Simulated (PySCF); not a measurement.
PySCF input:

```python
from pyscf import gto, scf, dft

mol = gto.M(
    atom='''
    B     0.00005098    0.01358406    0.82045483
    B    -0.00005098   -0.01358406   -0.82045483
    H     1.01557123    0.03272412    1.49609666
    H    -1.01538528    0.01682331    1.49648612
    H     1.01538528   -0.01682331   -1.49648612
    H    -1.01557123   -0.03272412   -1.49609666
    ''',
    basis='def2-tzvpd',
    charge=-1,
    spin=1,
    verbose=4,
)

mf = dft.UKS(mol, xc='bp86').density_fit(auxbasis='def2-universal-jkfit')
mf.grids.level = 3
mf.conv_tol = 1e-9
mf.max_cycle = 100
mf.max_memory = 1500
mf.kernel()
if not mf.converged:
    mf = mf.newton()
    mf.kernel(mf.make_rdm1())
for _ in range(2):
    mo, _, stable, _ = mf.stability(return_status=True)
    if stable:
        break
    mf.kernel(mf.make_rdm1(mo, mf.mo_occ))
mf.analyze()
```

**Question.** Predict the final energy.

**Answer.** -52.07697 Eh (BP86/def2-TZVPD).

It need not be the lowest isomer of its formula.
